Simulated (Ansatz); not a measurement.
`[OH][Ga]([OH])[Br]` and `[OH][Ga]([Cl])[Br]` differ in one atom or group.

Ansatz, PBE0-D4/def2-TZVP geometries, multiplicity 1. Each molecule was computed in one conformer, which needn't be the lowest.

Scalar relativity is left out up to krypton. Spin–orbit coupling is left out; it splits and shifts lone-pair levels of the heavy atoms by tenths of an eV.

```json
{"property": "HOMO energy (B3LYP/def2-TZVPP) / eV", "`[OH][Ga]([OH])[Br]`": "-8.45"}
{"property": "size of the dipole moment (ωB97M-V/def2-TZVPP) / D", "`[OH][Ga]([OH])[Br]`": "1.48"}
{"property": "HOMO–LUMO gap (PBE/def2-TZVPP) / eV", "`[OH][Ga]([OH])[Br]`": "5.14"}
{"property": "size of the dipole moment (B3LYP/def2-TZVPP) / D", "`[OH][Ga]([OH])[Br]`": "1.46"}
{"property": "size of the dipole moment (PBE/def2-TZVPP) / D", "`[OH][Ga]([OH])[Br]`": "1.45"}
{"property": "ideal-gas entropy at 298 K and 1 bar (rigid rotor, harmonic PBE0-D4/def2-TZVP) / J/(mol·K)", "`[OH][Ga]([OH])[Br]`": "342"}
```

Task: Give the same properties after the change, and the shifts. (Estimate.)

Result: Ansatz gave: 
```tsv
property	`[OH][Ga]([Cl])[Br]`	shift
HOMO energy (B3LYP/def2-TZVPP) / eV	-8.62	-0.17
size of the dipole moment (ωB97M-V/def2-TZVPP) / D	1.52	0.04
HOMO–LUMO gap (PBE/def2-TZVPP) / eV	4.97	-0.17
size of the dipole moment (B3LYP/def2-TZVPP) / D	1.53	0.07
size of the dipole moment (PBE/def2-TZVPP) / D	1.51	0.06
ideal-gas entropy at 298 K and 1 bar (rigid rotor, harmonic PBE0-D4/def2-TZVP) / J/(mol·K)	347	5
```

With PBE0 the HOMO falls by 0.18 eV and the LUMO falls by 0.36 eV, so the gap narrows by about 0.18 eV. PBE moves the HOMO by -0.19 eV and ωB97M-V by -0.16 eV. The zero-point energy changes by -32.4 kJ/mol with -3 modes. Dipoles are sizes alone; their direction can turn.

B3LYP here is the variant with VWN-RPA as its local correlation; programs differ in this.
